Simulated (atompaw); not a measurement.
## Building the PAW (atompaw) potential for V (Z = 23) (PBEsol, scalar-relativistic).

Input for atompaw 4.2.0.5:

```
V 23
GGA-PBESOL scalarrelativistic loggrid 1500 logderivrange -7 5 301
4 4 3 0 0 0
4 1 0
3 2 3
0 0 0
c
c
v
v
c
v
v
v
2
1.95 1.70 1.85 1.55
n
n
y
0.45
n
modrrkj vanderbiltortho besselshape
3 0 vpsmatchnc
1.60
1.95
1.10
1.95
1.95
1.95
PWSCFOUT
UPFDX 0.0125d0 UPFXMIN -7.d0 UPFZMESH 23.d0
END
```

Command:

```bash
atompaw < V.input > V.log
```

Output (summary file):

```
Completed calculations for V (AE)

 Exchange-correlation type: GGA, Perdew-Burke-Ernzerhof modified (PBEsol)

 Radial integration grid is logarithmic
 r0 =   3.5730895E-04 h =   8.2181060E-03   n =      1500 rmax =   8.0000000E+01

 Scalar relativistic calculation

 AEatom converged in  35 iterations
   nz     =  23.00
   delta  =       2.433713099208E-17

 All Electron Orbital energies:
  n  l      occupancy      energy
  1  0      2.0000000E+00 -3.9383379E+02
  2  0      2.0000000E+00 -4.4238037E+01
  3  0      2.0000000E+00 -5.1474524E+00
  4  0      2.0000000E+00 -3.4662216E-01
  2  1      6.0000000E+00 -3.6954370E+01
  3  1      6.0000000E+00 -3.2300390E+00
  4  1      0.0000000E+00 -1.0476633E-01
  3  2      3.0000000E+00 -3.8101352E-01

 Total energy
   Total                    :    -1895.97038659044301

 ---
 Completed calculations for V (SC)

 Exchange-correlation type: GGA, Perdew-Burke-Ernzerhof modified (PBEsol)

 Radial integration grid is logarithmic
 r0 =   3.5730895E-04 h =   8.2181060E-03   n =      1500 rmax =   8.0000000E+01

 Scalar relativistic calculation

 SCatom converged in   1 iterations
   nz     =  23.00
   delta  =       6.449324352474E-18

 Valence Electron Orbital energies:
  n  l      occupancy      energy
   3  0      2.0000000E+00 -5.1474524E+00
   4  0      2.0000000E+00 -3.4662216E-01
   3  1      6.0000000E+00 -3.2300390E+00
   4  1      0.0000000E+00 -1.0476633E-01
   3  2      3.0000000E+00 -3.8101352E-01

 Total energy
   Total                    :    -1895.97038659053305
   Valence                  :     -211.34083375936444

 PAW parameters:
       lmax =            2
         rc =    1.9649827997578257
        irc =         1049
   rc_shape =    1.7087266190663031
    rc_vloc =    1.8551136906029022
    rc_core =    1.5610044248963681
   Vloc: VPS match (norm-conservation) with l= 3;e=   0.0000E+00
   Projector type: modified RKKJ projectors + Vanderbilt ortho.
   Bessel compensation charge shape zeroed at   1.7087E+00

 Number of basis functions     6
 No.   n  nodes  l      Energy         Cp coeff         Occ
  1    3    2    0   -0.5147452E+01 -0.7542736E+00  0.2000000E+01
  2    4    3    0   -0.3466222E+00 -0.1470040E+02  0.2000000E+01
  3    3    1    1   -0.3230039E+01 -0.5615846E+00  0.6000000E+01
  4    4    2    1   -0.1047663E+00 -0.5814833E+02  0.0000000E+00
  5    3    0    2   -0.3810135E+00  0.1259451E+02  0.3000000E+01
  6  999    1    2    0.4500000E+00  0.9943855E-01  0.0000000E+00

 Eigenvalues of overlap operator (in the basis of projectors):
    1        1.34442902E-01
    2        7.38649235E-01
    3        8.48714784E-01
    4        9.03919766E+01
    5        1.42307373E+02
    6        1.38437483E+04

 Orbital leakage outside PAW augmentation regions
   orb  is_core?  %out_of_sphere
   1 0    T           0.00
   2 0    T           0.00
   3 0    F           1.23
   4 0    F          89.30
   2 1    T           0.00
   3 1    F           2.92
   4 1    F          96.48
   3 2    F          21.19

 Summary of PAW energies
   Total valence energy     :   -211.34117131653846
   Smooth energy            :     27.30283408390606
   One center               :   -238.64400540044451
   Smooth kinetic           :     45.78608032638216
   Vloc energy              :    -21.44466317176228
   Smooth exch-corr         :    -13.97155909551194
   One-center xc            :    -74.16242050248100
```

The run took about 9.7 s on one core of a shared server CPU.
